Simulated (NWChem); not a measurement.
Species: C₄H₅N₂ cation; SMILES c1cnc[nH+]c1

```xyz
11

C      1.3850     0.0758     0.0000
C      0.7317    -1.1627     0.0000
N     -0.5981    -1.2731     0.0000
C     -1.3106    -0.1778     0.0000
N     -0.7441     1.0471     0.0000
C      0.5933     1.2065     0.0000
H      2.4735     0.1551     0.0000
H      1.3010    -2.0990     0.0000
H     -2.4053    -0.2242     0.0000
H     -1.3490     1.8711     0.0000
H      0.9798     2.2285     0.0000
```
Atoms are numbered in this order, from 1.

Program: NWChem. Structure relaxed at the PBE0/def2-SVP level.

### Question
Predict the results for PBE/def2-SVP. Quantities: highest occupied level (eV); orbital gap (eV).

### Answer
The highest occupied level (eV) is -11.79 and the orbital gap (eV) is 3.23.
